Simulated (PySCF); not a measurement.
**Electron correlation in Ni (nickel, neutral)**

[Ar] 3d8 4s1 4p1, one real determinant (an excited configuration). Computed with PySCF 2.14 in dyall-av2z (16s12p7d2f, 101 functions), with no relativity, point nucleus. Frozen: [Ar]; 10 electrons correlated; the 33 highest virtual orbitals of each spin left out.

```json
{"level": "CCSD", "correlation energy (mhartree)": "-249.21"}
{"level": "(T)", "correlation energy (mhartree)": "-7.01"}
{"level": "CCSD(T)", "correlation energy (mhartree)": "-256.22"}
```

Diagnostics: T1 = 0.015, D1 = 0.0376, largest double amplitude 0.028.

The real determinant used has ⟨L²⟩ near 14 against 20 for a pure G term, so it mixes terms.

Cost of the coupled-cluster step: of the order of 21 core-seconds, for 10 correlated electrons.

Iterations:

```
CC2 = 0
CCSD nocc = (np.int64(7), np.int64(3)), nmo = (59, 59)
frozen orbitals [[0, 1, 2, 3, 4, 5, 6, 7, 8, 68, 69, 70, 71, 72, 73, 74, 75, 76, 77, 78, 79, 80, 81, 82, 83, 84, 85, 86, 87, 88, 89, 90, 91, 92, 93, 94, 95, 96, 97, 98, 99, 100], [0, 1, 2, 3, 4, 5, 6, 7, 8, 68, 69, 70, 71, 72, 73, 74, 75, 76, 77, 78, 79, 80, 81, 82, 83, 84, 85, 86, 87, 88, 89, 90, 91, 92, 93, 94, 95, 96, 97, 98, 99, 100]]
max_cycle = 100
direct = 0
conv_tol = 1e-08
conv_tol_normt = 1e-06
diis_space = 8
diis_start_cycle = 0
Init t2, MP2 energy = -0.256872631045728
Init E_corr(UCCSD) = -0.256872631046489
cycle = 1  E_corr(UCCSD) = -0.241277473189863  dE = 0.0155951579  norm(t1,t2) = 0.0642929
cycle = 2  E_corr(UCCSD) = -0.24846118997094  dE = -0.00718371678  norm(t1,t2) = 0.0236357
cycle = 3  E_corr(UCCSD) = -0.247869398619275  dE = 0.000591791352  norm(t1,t2) = 0.0132013
cycle = 4  E_corr(UCCSD) = -0.248913344309285  dE = -0.00104394569  norm(t1,t2) = 0.00723867
cycle = 5  E_corr(UCCSD) = -0.249140413077251  dE = -0.000227068768  norm(t1,t2) = 0.00351314
cycle = 6  E_corr(UCCSD) = -0.249127600937479  dE = 1.28121398e-05  norm(t1,t2) = 0.00249918
cycle = 7  E_corr(UCCSD) = -0.249171105621632  dE = -4.35046842e-05  norm(t1,t2) = 0.00154213
cycle = 8  E_corr(UCCSD) = -0.249221543245692  dE = -5.04376241e-05  norm(t1,t2) = 0.000796941
cycle = 9  E_corr(UCCSD) = -0.249201451384199  dE = 2.00918615e-05  norm(t1,t2) = 0.0003738
cycle = 10  E_corr(UCCSD) = -0.249200620800566  dE = 8.30583633e-07  norm(t1,t2) = 0.000263171
cycle = 11  E_corr(UCCSD) = -0.249209861788292  dE = -9.24098773e-06  norm(t1,t2) = 0.000222725
cycle = 12  E_corr(UCCSD) = -0.249206190702386  dE = 3.67108591e-06  norm(t1,t2) = 0.000172061
cycle = 13  E_corr(UCCSD) = -0.249206791070471  dE = -6.00368085e-07  norm(t1,t2) = 0.000108647
cycle = 14  E_corr(UCCSD) = -0.249206352649133  dE = 4.38421338e-07  norm(t1,t2) = 5.89895e-05
cycle = 15  E_corr(UCCSD) = -0.249204831884736  dE = 1.5207644e-06  norm(t1,t2) = 3.28196e-05
cycle = 16  E_corr(UCCSD) = -0.249205677261372  dE = -8.45376636e-07  norm(t1,t2) = 1.91555e-05
cycle = 17  E_corr(UCCSD) = -0.249205984780874  dE = -3.07519502e-07  norm(t1,t2) = 9.46347e-06
cycle = 18  E_corr(UCCSD) = -0.249206072351156  dE = -8.75702825e-08  norm(t1,t2) = 6.50052e-06
cycle = 19  E_corr(UCCSD) = -0.249206194614687  dE = -1.22263531e-07  norm(t1,t2) = 4.87804e-06
cycle = 20  E_corr(UCCSD) = -0.249206225572471  dE = -3.09577843e-08  norm(t1,t2) = 3.65255e-06
cycle = 21  E_corr(UCCSD) = -0.249206291309536  dE = -6.57370647e-08  norm(t1,t2) = 2.26929e-06
cycle = 22  E_corr(UCCSD) = -0.249206346236963  dE = -5.49274269e-08  norm(t1,t2) = 1.30392e-06
cycle = 23  E_corr(UCCSD) = -0.249206361002288  dE = -1.47653254e-08  norm(t1,t2) = 8.62458e-07
cycle = 24  E_corr(UCCSD) = -0.249206368398401  dE = -7.39611286e-09  norm(t1,t2) = 6.69247e-07
UCCSD converged
E(UCCSD) = -1507.030462747063  E_corr = -0.2492063683984012
UCCSD(T) correction = -0.00700877457328501
```

The reference is one real determinant that mixes LS terms of this configuration.
